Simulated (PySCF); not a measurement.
Predicted microwave data (PBE0/pcSseg-1 in PySCF (dipole) on a GFN2-xTB geometry, gas phase) for one isomer of C6H12N2:

```
Rotational constants : A = 6387, B = 785.6, C = 725.3 MHz
Dipole components    : |μa| = 0.20 D, |μb| = 1.63 D, |μc| = 0.72 D
Inertial defect      : -25.67 u·Å²
κ                    : -0.98
```

Problem. Which structure is it? (One computed conformer of each.)
A. `[CH2:1]=[CH:2][CH2:3][NH:4][N:5]([CH3:6])[CH:7]=[CH2:8]` with C1–C2–C3–N4 -133°, C2–C3–N4–N5 -178°, C3–N4–N5–C6 121°, N4–N5–C7–C8 11°
B. `[CH2:1]=[CH:2][CH2:3][NH:4][N:5]=[C:6]([CH3:7])[CH3:8]` with C1–C2–C3–N4 131°, C2–C3–N4–N5 157°, C3–N4–N5–C6 159°
C. `[CH2:1]=[N:2]/[N:3]=[C:4](\[CH3:5])[CH:6]([CH3:7])[CH3:8]` with C1–N2–N3–C4 -101°, N3–C4–C6–C7 -128°

Solution. B. It is C=CCNN=C(C)C, a near-prolate asymmetric top, point group C1. The candidates at the same level (rigid rotor, commonest isotopes):

```tsv
SMILES	A (MHz)	B (MHz)	C (MHz)	μa (D)	μb (D)	μc (D)	Δ (u·Å²)	point group	rotor
C=N/N=C(\C)C(C)C	4064	1097	1064	0.82	1.84	0.01	-110.02	C1	near-prolate asymmetric top
C=CCNN(C)C=C	3528	1133	901.9	0.27	0.55	0.12	-29.00	C1	asymmetric top
C=CCNN=C(C)C	6387	785.6	725.3	0.20	1.63	0.72	-25.67	C1	near-prolate asymmetric top
```

`C=CCNN(C)C=C` has A 45 % too low; `C=N/N=C(\C)C(C)C` has C 47 % too high. No structure here is proved a minimum.
